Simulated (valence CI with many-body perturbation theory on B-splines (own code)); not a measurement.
Values are calculated unless marked as measured or tabulated.
**W52+ in three bases**

Method: configuration interaction combined with many-body perturbation theory (CI+MBPT): four valence electrons over a frozen Dirac-Fock core [Ar], a basis of 7 s, 7 p, 8 d, 6 f, 4 g, 1 h functions for each j, with the one-electron correlation potential Σ1 (screened to all orders), the two-electron term Σ2, the three-electron term Σ3, Breit, model QED; selected single and double excitations, second order for the rest, scaled by the run's own slope (own B-spline code, finite nucleus).

No measured spectrum was set against this ion. As an estimate, large intervals hold to a few tenths of a per cent, small ones and those within an open d or f shell to about a per cent. The list stops below the first excitations out of the core. Only levels of the ground parity were solved; by the run's estimate the other parity begins above the list, which can be wrong where configurations are misplaced.

The reference run has the lowest level (3d3/2^4) J=0 and an ionisation energy of 4920.68 eV. Its largest variational space holds 17330 state functions.

Levels are named by their leading jj configuration (3d3/2^4 stands for four electrons in 3d with j = 3/2), which in mixed levels can hold well under half, so a name can repeat and another be missing. Letters in brackets count levels of one name in rising energy.

Changed runs:
A. basis 6 s, 6 p, 5 d, 5 f, 1 g
B. basis 5 s, 5 p, 4 d, 4 f

Excitation energies of the reference run in cm⁻¹, and shifts in cm⁻¹:

| Level | Reference | A | B |
| --- | --- | --- | --- |
| (3d3/2^3 3d5/2) J=1 | 516834 | -246 | -420 |
| (3d3/2^3 3d5/2) J=4 | 612823 | +20 | +306 |
| (3d3/2^3 3d5/2) J=2 | 638217 | -66 | +291 |
| (3d3/2^3 3d5/2) J=3 | 665585 | -16 | +424 |
| (3d3/2^2 3d5/2^2) J=0 [a] | 1103610 | -277 | -512 |
| (3d3/2^2 3d5/2^2) J=2 [a] | 1108130 | -242 | -155 |
| (3d3/2^2 3d5/2^2) J=4 [a] | 1126360 | -216 | -155 |
| (3d3/2^2 3d5/2^2) J=3 [a] | 1142890 | -251 | -118 |
| (3d3/2^2 3d5/2^2) J=5 | 1172180 | -86 | +278 |
| (3d3/2^2 3d5/2^2) J=6 | 1194930 | +18 | +560 |
| (3d3/2^2 3d5/2^2) J=1 | 1214450 | -98 | +366 |
| (3d3/2^2 3d5/2^2) J=3 [b] | 1239270 | -3.7 | +691 |
| Ionisation energy (eV) | 4920.68 | -0.08 | -0.14 |
